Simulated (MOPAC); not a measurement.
MOPAC input (PM7):

```
PM7 1SCF GEO-OK AUX(PRECISION=9) THREADS=1
C3H6Cl2Si

Cl   -0.19477400 1    0.86765600 1   -1.55739100 1
C    -0.30337200 1    0.04547400 1    0.05466500 1
Cl   -2.01233100 1    0.15812500 1    0.63518100 1
C     0.73382400 1    0.67083700 1    1.00756800 1
Si    1.92085500 1   -0.70793600 1    0.45160100 1
C     0.22824400 1   -1.39471200 1   -0.07996500 1
H     0.42505600 1    0.49964000 1    2.03995700 1
H     0.91577800 1    1.72947700 1    0.85657500 1
H     2.63238300 1   -1.44472500 1    1.52020300 1
H     2.85718900 1   -0.36408500 1   -0.63676400 1
H    -0.18918200 1   -2.00983200 1    0.71869500 1
H     0.03541800 1   -1.86723500 1   -1.03713000 1
```

From the output:

```
                                                       MOPAC v23.2.5 Linux

          FINAL HEAT OF FORMATION =        -20.16630 KCAL/MOL =     -84.37580 KJ/MOL

          COSMO AREA              =        152.79 SQUARE ANGSTROMS
          COSMO VOLUME            =        156.66 CUBIC ANGSTROMS

          IONIZATION POTENTIAL    =         11.091020 EV
          HOMO LUMO ENERGIES (EV) =        -11.091 -0.111
          NO. OF FILLED LEVELS    =         18
          MOLECULAR WEIGHT        =        141.0719         POINT GROUP:  Cs

          MOLECULAR DIMENSIONS (Angstroms)

            Atom       Atom       Distance
            H    10   Cl     3     5.05992
            H     9   Cl     1     4.24663
            H     8    H    12     4.15903

          SCF CALCULATIONS        =          1

   ATOM   CHEMICAL          X               Y               Z
  NUMBER   SYMBOL      (ANGSTROMS)     (ANGSTROMS)     (ANGSTROMS)

     1      Cl         -0.19477400  *   0.86765600  *  -1.55739100  *
     2       C         -0.30337200  *   0.04547400  *   0.05466500  *
     3      Cl         -2.01233100  *   0.15812500  *   0.63518100  *
     4       C          0.73382400  *   0.67083700  *   1.00756800  *
     5      Si          1.92085500  *  -0.70793600  *   0.45160100  *
     6       C          0.22824400  *  -1.39471200  *  -0.07996500  *
     7       H          0.42505600  *   0.49964000  *   2.03995700  *
     8       H          0.91577800  *   1.72947700  *   0.85657500  *
     9       H          2.63238300  *  -1.44472500  *   1.52020300  *
    10       H          2.85718900  *  -0.36408500  *  -0.63676400  *
    11       H         -0.18918200  *  -2.00983200  *   0.71869500  *
    12       H          0.03541800  *  -1.86723500  *  -1.03713000  *

                             CARTESIAN COORDINATES

   1   Cl       -0.194774000     0.867656000    -1.557391000
   2    C       -0.303372000     0.045474000     0.054665000
   3   Cl       -2.012331000     0.158125000     0.635181000
   4    C        0.733824000     0.670837000     1.007568000
   5   Si        1.920855000    -0.707936000     0.451601000
   6    C        0.228244000    -1.394712000    -0.079965000
   7    H        0.425056000     0.499640000     2.039957000
   8    H        0.915778000     1.729477000     0.856575000
   9    H        2.632383000    -1.444725000     1.520203000
  10    H        2.857189000    -0.364085000    -0.636764000
  11    H       -0.189182000    -2.009832000     0.718695000
  12    H        0.035418000    -1.867235000    -1.037130000

           Empirical Formula: C3 H6 Cl2 Si  =    12 atoms

      MOLECULAR POINT GROUP   :   Cs

                  EIGENVALUES
 -31.09892 -25.60088 -25.36915 -24.40859 -19.38023 -17.10667 -16.72310 -15.50458
 -14.88213 -13.99140 -13.49857 -12.61233 -12.02352 -11.90359 -11.36794 -11.20148
 -11.15640 -11.09102  -0.11072  -0.01433   0.37376   1.22393   2.01382   2.57961
   3.07937   5.07377   5.08581   5.81803   5.91707   6.85009  20.85808  21.38022
  21.46580  21.75161  22.09381  69.14668  69.32051  69.82035  70.07661  70.15108
  70.20374  70.60201  70.63082  71.07118  71.08481

              NET ATOMIC CHARGES AND DIPOLE CONTRIBUTIONS

  ATOM NO.   TYPE          CHARGE      No. of ELECS.   s-Pop       p-Pop       d-Pop
    1         Cl          -0.158062        7.1581     1.98630     5.16478     0.00698
    2          C           0.243419        3.7566     1.15134     2.60524
    3         Cl          -0.163238        7.1632     1.98634     5.17051     0.00638
    4          C          -0.482167        4.4822     1.07672     3.40545
    5         Si           0.147004        3.8530     0.87497     2.80629     0.17173
    6          C          -0.482168        4.4822     1.07672     3.40545
    7          H           0.187958        0.8120     0.81204
    8          H           0.188297        0.8117     0.81170
    9          H           0.066735        0.9333     0.93327
   10          H           0.075967        0.9240     0.92403
   11          H           0.187959        0.8120     0.81204
   12          H           0.188297        0.8117     0.81170
 DIPOLE           X         Y         Z       TOTAL
 POINT-CHG.     3.459    -1.637     1.501     4.110
 HYBRID        -0.914     0.172     0.099     0.935
 SUM            2.545    -1.465     1.600     3.344

          ATOMIC ORBITAL ELECTRON POPULATIONS

     Atom    s        px        py        pz      x^2-y^2     xz        z^2       yz        xy
    1 Cl   1.98630   1.97636   1.83035   1.35806   0.00080   0.00125   0.00233   0.00216   0.00045
    2  C   1.15134   0.81585   0.94775   0.84164
    3 Cl   1.98634   1.29002   1.98644   1.89405   0.00226   0.00154   0.00095   0.00026   0.00137
    4  C   1.07672   1.12851   1.15855   1.11839
    5 Si   0.87497   0.90337   0.86545   1.03747   0.02975   0.05120   0.01873   0.02569   0.04635
    6  C   1.07672   1.18193   1.03204   1.19148
    7  H   0.81204
    8  H   0.81170
    9  H   0.93327
   10  H   0.92403
   11  H   0.81204
   12  H   0.81170

 **********************
 *                    *
 * JOB ENDED NORMALLY *
 *                    *
 **********************

 == MOPAC DONE ==
```

The geometry given is a B3LYP-D3(BJ)/def2-TZVP minimum.
